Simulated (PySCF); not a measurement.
# Spinor energies of Dy(38+) (dysprosium, charge +38)

Start: [Ar] 3d10. Calculated with PySCF 2.14 in an even-tempered Gaussian basis (16 s from 7.7 bohr⁻², ratio 2.8; 13 p from 10 bohr⁻², ratio 2.8; 8 d from 10 bohr⁻², ratio 2.8; 3 f from 40 bohr⁻², ratio 3): generalised Hartree-Fock with the X2C-1e Hamiltonian and a Gaussian nucleus; one run each with spin-orbit coupling (SO) switched off, then screened by Boettger's factors.

```json
{"spinor shell": "1s1/2", "electrons": "2", "ε, spin-free (eV)": "-55741.6", "ε, screened SO (eV)": "-55731.3", "weight of nominal j (screened SO)": "1.000", "rms radius, screened SO (bohr)": "0.0240"}
{"spinor shell": "2s1/2", "electrons": "2", "ε, spin-free (eV)": "-10764.3", "ε, screened SO (eV)": "-10761.3", "weight of nominal j (screened SO)": "1.000", "rms radius, screened SO (bohr)": "0.0969"}
{"spinor shell": "2p1/2", "electrons": "2", "ε, spin-free (eV)": "-9738.0", "ε, screened SO (eV)": "-10306.6", "weight of nominal j (screened SO)": "1.000", "rms radius, screened SO (bohr)": "0.0828"}
{"spinor shell": "2p3/2", "electrons": "4", "ε, spin-free (eV)": "-9738.0", "ε, screened SO (eV)": "-9497.7", "weight of nominal j (screened SO)": "1.000", "rms radius, screened SO (bohr)": "0.0894"}
{"spinor shell": "3s1/2", "electrons": "2", "ε, spin-free (eV)": "-3627.9", "ε, screened SO (eV)": "-3627.1", "weight of nominal j (screened SO)": "1.000", "rms radius, screened SO (bohr)": "0.245"}
{"spinor shell": "3p1/2", "electrons": "2", "ε, spin-free (eV)": "-3305.0", "ε, screened SO (eV)": "-3430.6", "weight of nominal j (screened SO)": "1.000", "rms radius, screened SO (bohr)": "0.236"}
{"spinor shell": "3p3/2", "electrons": "4", "ε, spin-free (eV)": "-3305.0", "ε, screened SO (eV)": "-3251.3", "weight of nominal j (screened SO)": "1.000", "rms radius, screened SO (bohr)": "0.249"}
{"spinor shell": "3d3/2", "electrons": "4", "ε, spin-free (eV)": "-2903.5", "ε, screened SO (eV)": "-2926.7", "weight of nominal j (screened SO)": "1.000", "rms radius, screened SO (bohr)": "0.220"}
{"spinor shell": "3d5/2", "electrons": "6", "ε, spin-free (eV)": "-2903.5", "ε, screened SO (eV)": "-2887.7", "weight of nominal j (screened SO)": "1.000", "rms radius, screened SO (bohr)": "0.224"}
```

| quantity | spin-free | screened SO |
| --- | --- | --- |
| E (hartree) | -11265.40245 | -11274.04637 |
| M_J | 0 | 0 |
| ⟨J²⟩ | 0.000 | 0.000 |
| ⟨L²⟩ | 0.000 | 0.037 |
| ⟨S²⟩ | 0.000 | 0.037 |

Breit and QED terms are absent; they matter most for the inner s and p1/2 levels.

Densities and radii are taken from the X2C orbitals without a picture-change correction, which distorts them close to the nucleus.

Without spin-orbit coupling the j labels of p, d and f shells carry no meaning; the spin-free column gives the mean over the occupied spinors of each nl shell.
